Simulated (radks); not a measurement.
Values are calculated unless marked as measured or tabulated.
Species: Mn I. Configuration: [Ar] 4s(up 0.5, down 0.5) 3d(up 3, down 3) (fractional occupations, a model configuration). Level of theory: non-relativistic Kohn-Sham, SCAN, spin-polarised, spherical densities, point nucleus; meta-GGA in the generalised Kohn-Sham scheme (a radial shooting solver on a logarithmic mesh with Libxc functionals).

Normalised radial functions P(r) = r R(r), r in bohr:

```
   r/bohr * 3s (the largest magnitude, 1.2, reaches the edge; | marks zero)
 0.003019                             | *
 0.003995                             | *
 0.005244                             |  *
 0.006883                             |   *
 0.009107                             |   *
  0.01195                             |    *
  0.01569                             |     *
  0.02076                             |      *
  0.02725                             |       *
  0.03577                             |       *
  0.04733                             |      *
  0.06212                             |   *
  0.08154                             *
   0.1079                       *     |
   0.1416                  *          |
   0.1859               *             |
   0.2459                 *           |
   0.3228                          *  |
   0.4237                             |         *
   0.5606                             |                     *
   0.7359                             |                          *
   0.9659                             |                      *
    1.268                             |              *
    1.678                             |      *
    2.202                             | *
     2.89                             *
    3.824                             *
    5.019                             *
    6.588                             *
    8.717                             *
    11.44                             *
```

3s: eigenvalue -83.017 eV, 2 radial nodes at r = 0.0809, 0.347 bohr, <r> = 0.864 bohr, 90 % of the charge inside 1.29 bohr.
